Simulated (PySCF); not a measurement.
Species: C4H9ClOSi.
Atom-mapped SMILES: `[Cl:1][C@H:2]1[CH2:3][O:4][CH2:5][CH2:6][SiH2:7]1`

Geometry (PBE0-D3(BJ)/def2-SVP, Å), atoms numbered from 1 in this order:
```
atom  x, y, z in Å
Cl1   -2.995   -0.214    0.943
C2    -1.514    0.141   -0.008
C3    -0.691    1.222    0.700
O4     0.464    1.543   -0.022
C5     1.493    0.586    0.032
C6     1.197   -0.666   -0.798
Si7   -0.451   -1.411   -0.252
H8    -1.848    0.532   -0.982
H9    -0.443    0.880    1.726
H10   -1.286    2.143    0.794
H11    2.395    1.094   -0.344
H12    1.693    0.305    1.087
H13    2.020   -1.393   -0.702
H14    1.133   -0.388   -1.864
H15   -0.307   -2.093    1.070
H16   -1.045   -2.349   -1.248
```

NICS = −σ at a ghost point: NICS(0) at the centroid of the ring atoms, NICS(1) 1 Å to either side along the normal of their mean plane, zz for the tensor component along that normal. Level: GIAO PBE0/pcSseg-1 (PySCF, non-relativistic, gas phase) on the PBE0-D3(BJ)/def2-SVP geometry, one conformer.

Ring bond lengths (Å), with Mayer bond orders in brackets: C2–C3 1.532 (0.96), C3–O4 1.399 (0.94), O4–C5 1.407 (0.93), C5–C6 1.530 (1.02), C6–Si7 1.889 (0.90), Si7–C2 1.897 (0.82).

Question: What do the NICS probes read (ppm)?

Answer: 
```json
{"ring": "C2–C3–O4–C5–C6–Si7", "type": "6-membered ring with O and Si; formal bonds all single", "NICS(0)": "-2.8", "NICS(1), two faces": "-1.7 / -2.8", "NICS(1)zz, two faces": "3.1 / 2.4", "rms pucker (Å)": "0.24", "centre to ring atoms, mean (Å)": "1.54"}
```

Question: What do they say, and how far can they be read as aromaticity?

Answer: 
- C2–C3–O4–C5–C6–Si7: mean NICS(1)zz 2.8 ppm, near zero. C2, C3, C5, C6, Si7 have four or more neighbours, so the value isn't read as a sign of a π ring current.

Question: How shielded are the nuclei of the rings and their hydrogens (means over atoms taken as equivalent)?

Answer: 
```
atoms                  environment  σ isotropic (ppm)  principal values of the symmetric part, first atom (ppm)
   C2              sp3 C–Cl carbon              143.4                                       114.4, 132.4, 183.2
   C3   sp3 carbon bound to oxygen              108.1                                         76.3, 88.0, 159.9
   O4          cyclic ether oxygen              272.0                                       238.1, 287.1, 290.7
   C5   sp3 carbon bound to oxygen              115.3                                         86.4, 96.0, 163.5
   C6  sp3 carbon bound to silicon              171.5                                       150.5, 176.2, 187.7
  Si7                 SiH2 silicon              386.9                                       352.6, 392.1, 415.9
   H8             methine hydrogen              28.26                                          23.2, 28.7, 32.8
   H9           methylene hydrogen              28.23                                          24.2, 29.3, 31.3
  H10           methylene hydrogen              27.07                                          22.0, 28.0, 31.2
  H11           methylene hydrogen              27.08                                          21.9, 26.4, 32.9
  H12           methylene hydrogen              28.10                                          23.7, 27.5, 33.1
  H13           methylene hydrogen              30.72                                          26.4, 27.4, 38.4
  H14           methylene hydrogen              30.20                                          26.7, 27.8, 36.2
  H15                Si–H hydrogen              27.24                                          24.1, 26.1, 31.5
```

The list is cut; further classes of hydrogen are left out.

Question: How do the values depend on the level or the medium?

Answer: 
```tsv
level	NICS(0), C2–C3–O4–C5–C6–Si7	mean NICS(1)zz, C2–C3–O4–C5–C6–Si7
PBE0/pcSseg-1, gas	-2.8	2.8
wB97X-D/pcSseg-1, gas	-2.7	2.7
PBE0/pcSseg-1, IEF-PCM chloroform	-2.8	2.8
PBE0/pcSseg-1, IEF-PCM dimethylsulfoxide	-2.8	2.8
```

The geometry is the same throughout; the continuum's cavity takes Bondi-type radii × 1.2.
